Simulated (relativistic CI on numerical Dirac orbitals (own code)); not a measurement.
## Radial parameters of Ce XXI

Method of calculation: Dirac-Coulomb-Breit CI, separate exchange-only KLI orbitals for each configuration, model QED (radiative potential, 1s self-energy scaled to tabulated hydrogen-like ionisation energies), unscaled Slater integrals (own radial code, finite nucleus).

Slater integrals F^k, G^k are unscaled and averaged over j, outside the closed core [Ar] 3d10; ζ comes from projecting the Hamiltonian with its Breit term on Σ l·s of the shell.

- 4s2 4p6 4d2: F^2(4d,4d) = 158000, F^4(4d,4d) = 107310, ζ(4d) = 14135 cm⁻¹; <r>(4d) = 0.641, <r^2>(4d) = 0.4691 (bohr units).
- 4s2 4p5 4d3: ζ(4p) = 121320, F^2(4d,4d) = 158010, F^4(4d,4d) = 107320, F^2(4p,4d) = 161600, G^1(4p,4d) = 203420, G^3(4p,4d) = 129370, ζ(4d) = 14079 cm⁻¹; <r>(4p) = 0.6191, <r^2>(4p) = 0.4329, <r>(4d) = 0.6409, <r^2>(4d) = 0.469 (bohr units).
- 4s2 4p6 4d 4f: ζ(4d) = 14147, F^2(4d,4f) = 155790, F^4(4d,4f) = 102260, G^1(4d,4f) = 172900, G^3(4d,4f) = 115640, G^5(4d,4f) = 83960, ζ(4f) = 1491.7 cm⁻¹; <r>(4d) = 0.6414, <r^2>(4d) = 0.4696, <r>(4f) = 0.6427, <r^2>(4f) = 0.4718 (bohr units).

Q: Give the Racah parameters of the d shell in 4s2 4p6 4d2.

A: B = F²/49 − 5F⁴/441 = 2008 cm⁻¹ and C = 35F⁴/441 = 8517 cm⁻¹.

Averages of the first 10 configurations, taken without configuration mixing, which lowers the lowest level and can move excited configurations by several eV; other configurations of the list can lie among them:

| Configuration | Parity | States | Average energy above the lowest level (eV) |
| --- | --- | --- | --- |
| 4s2 4p6 4d2 | even | 45 | 9.9 |
| 4s2 4p5 4d3 | odd | 720 | 121.7 |
| 4s2 4p6 4d 4f | odd | 140 | 132.3 |
| 4s 4p6 4d3 | even | 240 | 205.2 |
| 4s2 4p5 4d2 4f | even | 3780 | 242.5 |
| 4s2 4p6 4d 5s | even | 20 | 185.1 |
| 4s 4p6 4d2 4f | odd | 1260 | 326.2 |
| 4s2 4p6 4d 5p | odd | 60 | 216.8 |
| 4s2 4p6 4f 5s | odd | 28 | 308.1 |
| 4s2 4p6 4d 5d | even | 100 | 263.7 |
